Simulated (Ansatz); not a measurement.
Stepwise reaction of `[NH2][Al]([NH2])[NH2]` with hydrogen fluoride, as a gas-phase model of exchange steps in deposition or etching. ΔE in kJ/mol.

Program: Ansatz. Geometries: PBE0-D4/def2-TZVP. ΔE: electronic, gas phase. CBS: MP2 limit from def2 TZ/QZ plus the TZ coupled-cluster correction, frozen cores. This one scheme is used for every species. Functionals use def2-TZVPP. B3LYP here is the variant with VWN-RPA as its local correlation; programs differ in this. Each species was taken in one conformer, which may not be the lowest.

```json
{"step": "2", "reaction": "`[NH2][Al]([NH2])[F]` + H–F → `[NH2][Al]([F])[F]` + NH₃", "PBE-D4": "-93.8", "B3LYP-D4": "-97.6", "ωB97M-V": "-96.4", "CCSD(T)/CBS": "-95.0"}
{"step": "3", "reaction": "`[NH2][Al]([F])[F]` + H–F → `[F][Al]([F])[F]` + NH₃", "PBE-D4": "-76.0", "B3LYP-D4": "-79.4", "ωB97M-V": "-78.8", "CCSD(T)/CBS": "-79.7"}
```

Give the row of step 1, `[NH2][Al]([NH2])[NH2]` + H–F → `[NH2][Al]([NH2])[F]` + NH₃. (An estimate is asked.)

The calculation gave: 
```csv
step,reaction,PBE-D4,B3LYP-D4,ωB97M-V,CCSD(T)/CBS
1,`[NH2][Al]([NH2])[NH2]` + H–F → `[NH2][Al]([NH2])[F]` + NH₃,-106.9,-111.2,-110.0,-106.8
```

By hand: ΔE of the 3 steps together at CCSD(T)/CBS.

(-106.8) + (-95.0) + (-79.7) = -281.5 kJ/mol, or -93.8 kJ/mol a step.

In ΔE each step is higher than the one before. All are downhill at CCSD(T)/CBS. PBE-D4 differs from CCSD(T)/CBS by -0.1 to 3.7 kJ/mol a step. Isolated molecules leave out the surface, adducts and barriers. Largest T1 diagnostic: 0.013.
